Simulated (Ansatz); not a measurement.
Reaction (cleavage of the Ge–Si bond): `C[SiH](O)[GeH2][OH]` + `N[SiH](O)F` → `[OH][GeH2][NH][SiH](O)F` + `C[SiH2]O`

Isolated molecules relaxed with PBE0-D4/def2-TZVP in Ansatz; ΔE leaves out vibrations. CCSD(T)/CBS adds triple-zeta CCSD(T) − MP2 to the extrapolated MP2 energy (def2 sets, frozen cores). This one scheme is used for every species. Functionals use def2-TZVPP. For Ge outer-core shells are correlated without core-valence functions, which leaves a few kJ/mol of doubt a bond. Scalar relativity is left out up to krypton. One conformer a species, not always the lowest.

CCSD(T)/CBS gives -0.35 eV.

**Question.** Another level gave -0.16 eV. Which?
A. PBE/def2-TZVPP
B. ωB97M-V/def2-TZVPP
C. PBE0-D4/def2-TZVPP
D. SCS-MP2/def2-TZVPP

**Answer.** A. PBE -0.16, ωB97M-V -0.35, SCS-MP2/def2-TZVPP -0.45, PBE0-D4 -0.23 eV.

Largest T1 diagnostic among the species: 0.012.

From PBE to PBE0 (25 % exact exchange), in def2-TZVPP and without D4, ΔE moves by −0.06 eV. The D4 term adds −0.04 eV with B3LYP and −0.02 eV with PBE0; it sums over pairs of atoms, weighted by their polarisabilities, and B3LYP, whose exchange is more repulsive, gets the larger term.

B3LYP here is the variant with VWN-RPA as its local correlation; programs differ in this.
